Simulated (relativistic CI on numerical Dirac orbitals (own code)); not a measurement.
# Ag4+: L-alpha,beta X-ray emission

Computed with this model: Dirac-Coulomb-Breit CI, separate exchange-only KLI orbitals for each configuration, model QED, valence Slater integrals scaled by 0.8, multiplet model of X-ray emission after core ionisation; configurations [Kr] 4d7 → [He] 2s2 2p5 3s2 3p6 3d10 4s2 4p6 4d7 → [Ar] 3d9 4s2 4p6 4d7; 300 K; Lorentzian 2 eV and Gaussian 0.6 eV FWHM. Energies are those of the free ion, without screening or charge transfer. S is read from ⟨S²⟩ = S(S + 1).

Field parameters in Wybourne normalisation: D3d B²₀ = −7Dσ, B⁴₀ = −14Dq − 21Dτ, B⁴₃ = −14√(10/7) Dq. The field is a parameter set, without covalency.

free ion: ground-state S = 1.47, centroid 3042.61 eV. Peaks (eV, height): 2986.2 (100), 3152.0 (32), 3155.4 (20).

D3d, 10Dq = 22850, Dσ = -1200, Dτ = -470 cm⁻¹: ground-state S = 1.08, centroid 3042.63 eV. Peaks (eV, height): 2986.2 (100), 3152.8 (33).

D3d, 10Dq = 42800, Dσ = -640, Dτ = 290 cm⁻¹: ground-state S = 0.52, centroid 3042.60 eV. Peaks (eV, height): 2986.0 (100), 3153.6 (39).

Strongest unbroadened transitions for free ion:

| Energy (eV) | Relative strength |
| --- | --- |
| 2985.47 | 19.4 |
| 2985.98 | 10.6 |
| 2986.12 | 100.0 |
| 2986.15 | 6.2 |
| 2986.25 | 13.0 |
| 2986.35 | 16.7 |
| 2986.37 | 6.0 |
| 2986.67 | 13.1 |
| 2987.04 | 11.2 |
| 2987.08 | 7.4 |
| 2987.41 | 6.0 |
| 3149.87 | 13.1 |
| 3149.88 | 6.6 |
| 3151.83 | 23.2 |
| 3152.74 | 10.0 |
| 3152.77 | 6.8 |
| 3155.24 | 7.8 |
| 3155.92 | 10.8 |
